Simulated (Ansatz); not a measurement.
```yaml
crystal:
  periodic: [false, false, false]
  atoms:
    - {symbol: C, position_ang: [-0.416875, 1.859460, 0.117011]}
    - {symbol: O, position_ang: [-1.396634, 0.123865, 1.865440]}
    - {symbol: Ge, position_ang: [-0.998159, -3.203148, 2.148109]}
    - {symbol: S, position_ang: [1.601666, -4.152312, -1.123946]}
    - {symbol: H, position_ang: [1.653486, 1.912190, 0.166218]}
    - {symbol: H, position_ang: [-1.022551, 1.425668, -1.816013]}
    - {symbol: H, position_ang: [-1.119908, 3.738607, 0.604935]}
    - {symbol: H, position_ang: [1.873206, -1.812426, -2.067011]}
basis:
  gaussian: {orbitals: def2-mTZVP}
total_charge: -1
magnetization: {spin_polarized: true, initial_magnetization: 1}
hamiltonian: {xc: {name: PBE0-DH}}
```

```sh
$ ansatz run in.yaml --threads 4 --pin off --events-out ev --progress --plain --max-ram 10444MiB
```

Output, abridged:

```
Functional definition: PBE0-DH
1062 factors; integrals over basis functions are off by at most 3.9e-4 eV
mean field evaluation 1: about -70441.1860 eV, gradient 4.2e1 eV
mean field evaluation 2: about -70441.2010 eV, gradient 4.2e1 eV
mean field evaluation 4: about -70442.1031 eV, gradient 4.3e1 eV
mean field evaluation 8: about -70450.3674 eV, gradient 2.4e1 eV
mean field evaluation 16: about -70462.0773 eV, gradient 7.4e-2 eV
mean field evaluation 32: about -70462.3083 eV, gradient 7.4e-4 eV
mean field -70462.30827908 eV, -2589.4420681882 hartree, gradient 2.7e-7 eV, S^2 4.752597; 8 other end points of the search recorded, 0 dependent functions left out
16 core orbitals not correlated: weight in the atoms' cores, before any rotation towards them, 1.000 or more for the frozen orbitals, at most 0.000 for the correlated occupied ones
reference -70462.30830704 eV, -2589.4420692157 hartree; 18, 17 occupied and 79, 80 virtual orbitals, 1062 factors
second order -17.77075936 eV of doubles, -0.00000000 eV of singles
Total energy: -70464.52965196 eV, -2589.5237021358 hartree
```

Question: Something in this input is off. What?

Answer: The coordinates are in bohr but typed as ångström. Self-consistency was reached. The result belongs to that input, not to the molecule as meant.
